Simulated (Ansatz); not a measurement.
Reaction (redistribution): `[O]=[W](=[O])([OH])[F]` + `C[O][Zn][F]` → `[O]=[W](=[O])([F])[F]` + `C[O][Zn][OH]`

Isolated molecules relaxed with PBE0-D4/def2-TZVP in Ansatz; ΔE leaves out vibrations. CCSD(T)/CBS is the MP2 limit (def2-TZVPP, def2-QZVPP) plus CCSD(T) − MP2 in def2-TZVPP, frozen cores. Functionals use def2-TZVPP. B3LYP here is the variant with VWN-RPA as its local correlation; programs differ in this. HSE06 is defined as in plane-wave codes. Elements past krypton have def2 core potentials. For W, Zn outer-core shells are correlated without core-valence functions, which leaves a few kJ/mol of doubt a bond. Scalar relativity is left out up to krypton. Each species was taken in one conformer, which may not be the lowest.

Question: Is it downhill or uphill in electronic energy at CCSD(T)/CBS, and by how much? (Estimate.)

Answer: Ansatz gave: Uphill: ΔE = +16.8 kJ/mol.

Question: What do these levels give: LDA (SPW92), BLYP-D4, B3LYP-D4, PBE, B3LYP, HSE06, HF/def2-SVP, CCSD(T)/def2-SVP, MP2/def2-TZVPP, CCSD/def2-TZVPP, CCSD(T)/def2-TZVPP, HF/CBS(def2)? (An estimate is asked.)

Answer: Ansatz gave: LDA (SPW92) 8.0, BLYP-D4 10.0, B3LYP-D4 13.7, PBE 7.7, B3LYP 12.5, HSE06 12.7, HF/def2-SVP 31.3, CCSD(T)/def2-SVP 20.6, MP2/def2-TZVPP 9.4, CCSD/def2-TZVPP 15.4, CCSD(T)/def2-TZVPP 13.0, HF/CBS(def2) 27.9 kJ/mol.

Largest T1 diagnostic among the species: 0.023, so the coupled-cluster value is less sure than usual.

From BLYP to BHLYP (50 % exact exchange), in def2-TZVPP and without D4, ΔE moves by +9.6 kJ/mol. In def2-TZVPP, CCSD(T) changes the Hartree–Fock value by −13.2 kJ/mol (the triples alone add −2.4 kJ/mol) and MP2 by −16.8 kJ/mol. Leaving LDA and LC-ωPBE aside and taking each functional with its dispersion term where it has one, the values, not all of them listed here, spread over 10.9 kJ/mol, from PBE-D4 to BHLYP-D4.
